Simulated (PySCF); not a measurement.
## RhH₃ at several levels of theory

All levels use the PBE0 minimum (singlet; Rh–H 1.505 Å (×3); H–Rh–H 83.1° (×3)), basis [Rh def2-TZVP with ECP28, H def2-TZVP], scalar-relativistic core potentials, density fitting, no spin–orbit coupling, PySCF. For vertical energies the ionised species is a doublet (spins chosen at PBE0 and kept) and the electron-attached one a doublet. Atomisation goes to high-spin ground-configuration atoms, without zero-point energy. Open shells are unrestricted, also as the reference of the correlated levels. A dash marks a value that was not computed or is not defined at that level.

```
  level  atomisation (kJ/mol)  vertical IP (eV)  vertical EA (eV)  −ε(HOMO) (eV)  gap (eV)  dipole (D)
   PBE0                   844              9.53             -0.15           6.95      5.60        2.49
     HF                     ?                 ?                 ?              ?         ?           ?
    MP2                   865              9.70             -0.28              –         –           –
    PBE                   917              9.66             -0.14           5.30      3.09        2.18
  B3LYP                   868              9.65             -0.11           6.70      5.02        2.41
 r2SCAN                     ?                 ?                 ?              ?         ?           ?
  TPSSh                   897              9.56             -0.19           6.07      4.33        2.57
r2SCAN0                   837              9.50             -0.11           7.16      5.98        2.58
 revPBE                   885              9.59             -0.18           5.25      3.11        2.26
```

(1) Fill in the row of HF.

(2) Fill in the row of r2SCAN.

## Answers

(1) atomisation (kJ/mol) 373, vertical IP (eV) 8.26, vertical EA (eV) -0.42, −ε(HOMO) (eV) 11.33, gap (eV) 12.00, dipole (D) 3.50.

(2) atomisation (kJ/mol) 899, vertical IP (eV) 9.60, vertical EA (eV) -0.10, −ε(HOMO) (eV) 5.57, gap (eV) 3.60, dipole (D) 2.39.

Without diffuse functions attachment energies tend to come out too low.
